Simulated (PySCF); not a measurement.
Vibration and rotation of HBr⁺

UHF-CCSD(T) constants of HBr⁺, ²Π (doublet), unpaired electrons π ↑ (H def2-TZVPPD, Br def2-TZVPPD; no relativity (PySCF 2.14); masses 1.0078 and 78.9183 u):

```
ωe              : 2474.5 cm⁻¹
ωexe            : 45.2 cm⁻¹
Be              : 8.0844 cm⁻¹
αe              : 0.236 cm⁻¹
D (centrifugal) : 0.000345 cm⁻¹
De to H + Br⁺   : 4.00 eV
```

(1) Give the vibrational terms G(v) and spacings up to v = 6.

(2) How well does the Morse estimate ωe²/(4ωexe) reproduce De, and what is D0?

Correlated steps freeze 9 core orbitals. Spin–orbit coupling is left out. For an ion De counts to the pair picked by the measured ionisation energies or electron affinities, which need not be the lowest pair at this level. The state was picked by a PBE0 search and need not be the measured ground state.

Results:

(1) G(v) = ωe(v+½) − ωexe(v+½)².

```csv
v,G(v) (cm⁻¹),G(v) − G(v−1),Bv (cm⁻¹)
0,1226,,7.966
1,3610,2384,7.730
2,5904,2294,7.494
3,8107,2203,7.258
4,10220,2113,7.022
5,12242,2022,6.786
6,14175,1932,6.550
```

(2) It gives 4.20 eV, 105 % of the computed De. D0 = De − G(0) = 4.00 − 0.15 = 3.85 eV.
